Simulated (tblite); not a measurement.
C5H15NSi, triplet, at the geometry of the source list (a higher spin typed on purpose: for a closed-shell molecule this is an excited state); GFN1-xTB with ALPB(water) in tblite.

tblite was given this input:
```
$ tblite run mol.xyz --method gfn1 --charge 0 --spin 2 --alpb water --json tblite.json --no-restart

# file mol.xyz
22

C      1.68640000    -1.00640000     1.03190000
N      1.10130000    -0.02330000     0.15280000
C      1.98740000     0.30410000    -0.93770000
Si    -0.61860000     0.15070000     0.00570000
C     -1.48060000    -1.21120000    -1.03210000
C     -1.34850000     0.12260000     1.76380000
C     -0.95480000     1.83660000    -0.81230000
H      1.03260000    -1.17920000     1.88110000
H      1.85910000    -1.96190000     0.52120000
H      2.64930000    -0.64160000     1.40030000
H      2.18070000    -0.56190000    -1.58300000
H      1.55550000     1.09710000    -1.54010000
H      2.94580000     0.64940000    -0.54000000
H     -1.32040000    -2.19700000    -0.60320000
H     -2.55370000    -1.05490000    -1.09220000
H     -1.09930000    -1.23460000    -2.04980000
H     -0.80210000     0.77660000     2.43580000
H     -1.33980000    -0.87590000     2.19070000
H     -2.38110000     0.45520000     1.74940000
H     -2.00370000     2.09850000    -0.72040000
H     -0.71890000     1.82740000    -1.87220000
H     -0.37640000     2.62980000    -0.34950000
```

Q: Write the output that tblite gives for this input, abridged.

A: 
```
xTB calculator
 | screened Coulomb repulsion
 | Coulomb electrostatics
 |  * isotropic Klopman-Ohno-Mataga-Nishimoto electrostatics
 |  * onsite third-order electrostatics
 | DFT-D3(BJ) dispersion correction
 | Interactions (3)
 | [1] alpb/gbsa reaction field model
 | [2] cds contribution to solvation
 | [3] empirical free energy shift and standard state/solvent correction

halogen bonding energy    0.0000000000000E+00 Eh
repulsion energy          3.2105461288452E-01 Eh
dispersion energy        -9.7385905877975E-03 Eh
interaction energy        1.7733838362708E-03 Eh
number of electrons       4.4000000000000E+01 e
integral cutoff           2.8146159136829E+01 bohr

------------------------------------------------------------
  cycle        total energy    energy error   density error
------------------------------------------------------------
      1     -23.44283642778  -2.3755926E+01   5.4009606E-01
      2     -23.46970982587  -2.6873398E-02   3.2020718E-01
      3     -23.39456097095   7.5148855E-02   1.1143558E-01
      4     -23.45931347957  -6.4752509E-02   4.7906532E-02
      5     -23.47356700173  -1.4253522E-02   1.2873764E-02
      6     -23.47415255564  -5.8555391E-04   6.8744769E-03
      7     -23.47432112151  -1.6856587E-04   2.0782428E-03
      8     -23.47429637025   2.4751258E-05   2.3169895E-03
      9     -23.47432443760  -2.8067344E-05   3.6041167E-04
     10     -23.47432491951  -4.8191363E-07   1.7925430E-04
     11     -23.47432509000  -1.7049227E-07   3.4677409E-05
     12     -23.47432509753  -7.5273476E-09   1.4773184E-05
------------------------------------------------------------

electronic energy        -2.3787414503661E+01 Eh
total energy             -2.3474325097528E+01 Eh

Post processing:
 | Mayer-Wiberg bond orders

[Info] JSON dump of results written to 'tblite.json'
```
